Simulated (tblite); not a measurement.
C₃H₉BO₃, charge +1, doublet, geometry from GFN2-xTB (a state made from the parent by changing its charge; the spin is typed, not shown lowest); GFN1-xTB (tblite).

Input for tblite:
```
$ tblite run mol.xyz --method gfn1 --charge 1 --spin 1 --grad --json tblite.json --no-restart

# file mol.xyz
16

B      0.00567934    -0.00429445     0.00143635
O      0.81387960     0.96705062     0.51017150
C      0.83120986     2.30819714     0.14169848
H      0.66266147     2.91315135     1.04456416
H      1.84844245     2.55815838    -0.19393716
H      0.09777583     2.54491792    -0.62957265
O      0.10173792    -1.28178914     0.46415876
C      0.97107655    -1.74423266     1.44674937
H      0.37109627    -2.20133857     2.24727767
H      1.56503160    -2.56514410     1.01911883
H      1.61702603    -0.96049626     1.84334560
O     -0.89861146     0.30188995    -0.97023060
C     -1.78464909    -0.57682729    -1.58448765
H     -1.70271370    -1.59547004    -1.20438019
H     -2.80373653    -0.18643051    -1.44793124
H     -1.60112840    -0.54629458    -2.66856327
```

Output, abridged:

```
xTB calculator
 | screened Coulomb repulsion
 | Coulomb electrostatics
 |  * isotropic Klopman-Ohno-Mataga-Nishimoto electrostatics
 |  * onsite third-order electrostatics
 | DFT-D3(BJ) dispersion correction

halogen bonding energy    0.0000000000000E+00 Eh
repulsion energy          2.2942504360478E-01 Eh
dispersion energy        -4.7295293771293E-03 Eh
number of electrons       4.1000000000000E+01 e
integral cutoff           2.1261634374110E+01 bohr

------------------------------------------------------------
  cycle        total energy    energy error   density error
------------------------------------------------------------
      1     -25.88275606764  -2.6107452E+01   6.0534180E-01
      2     -26.28374495179  -4.0098888E-01   3.1829693E-01
      3     -26.27850428264   5.2406692E-03   1.3961087E-01
      4     -26.20148140466   7.7022878E-02   9.7173928E-02
      5     -26.26361049723  -6.2129093E-02   5.0552281E-02
      6     -26.26533958370  -1.7290865E-03   4.6191723E-02
      7     -26.26782146211  -2.4818784E-03   4.2713327E-02
      8     -26.27894621100  -1.1124749E-02   2.9558235E-02
      9     -26.28892809880  -9.9818878E-03   3.0036522E-03
     10     -26.28895918354  -3.1084739E-05   2.5255209E-03
     11     -26.28897349594  -1.4312405E-05   2.0792539E-03
     12     -26.28902437361  -5.0877667E-05   3.6750442E-04
     13     -26.28902217157   2.2020371E-06   5.7774832E-04
     14     -26.28902574301  -3.5714418E-06   1.4620589E-04
     15     -26.28902596531  -2.2230010E-07   3.1015595E-05
     16     -26.28902597506  -9.7454809E-09   6.8540857E-06
------------------------------------------------------------

electronic energy        -2.6513721489288E+01 Eh
total energy             -2.6289025975060E+01 Eh

Post processing:
 | Mayer-Wiberg bond orders

[Info] Tight-binding results written to 'tblite.txt'
[Info] JSON dump of results written to 'tblite.json'
```
